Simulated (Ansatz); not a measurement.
The input (input.yaml):

```yaml
crystal:
  periodic: [false, false, false]
  atoms:
    - { symbol: Ga, position_ang: [-1.2782, 0.0077, -0.6321] }
    - { symbol: Cl, position_ang: [0.1733, -1.9627, 0.2861] }
    - { symbol: H, position_ang: [-1.3246, -0.1322, -2.1623] }
    - { symbol: H, position_ang: [-2.3632, 0.3373, 0.4042] }
    - { symbol: H, position_ang: [1.201, 0.9826, 0.4389] }
    - { symbol: F, position_ang: [0.2714, 1.3954, -0.1942] }
    - { symbol: H, position_ang: [1.3966, -0.8457, 0.848] }
    - { symbol: F, position_ang: [1.9237, 0.2175, 1.0114] }
basis:
  gaussian: { orbitals: def2-SVP }
hamiltonian:
  xc: b3lyp
  dispersion: d4
relax:
  f_tol: 0.15
  max_steps: 25
  restrain:
    - { distance: [0, 5], at: 1.79, k: 30.0 }
    - { distance: [4, 7], at: 0.88, k: 30.0 }
    - { distance: [6, 1], at: 1.33, k: 30.0 }
    - { distance: [0, 1], at: 3.54, k: 30.0 }
    - { distance: [4, 5], at: 2.18, k: 30.0 }
    - { distance: [6, 7], at: 2.18, k: 30.0 }
```

Launched with:

```bash
$ ansatz run input.yaml --threads 2 --pin off --max-ram 3072MiB --backend cpu --events-out ev --progress --plain --runs-dir out
```

Hardware: 2 threads of AMD EPYC 9R14 (Zen 4), with other jobs on the host.

Roughly how long does this run take, and how much memory?

16 s, with a peak of 0.24 GiB, for 8 ionic steps.
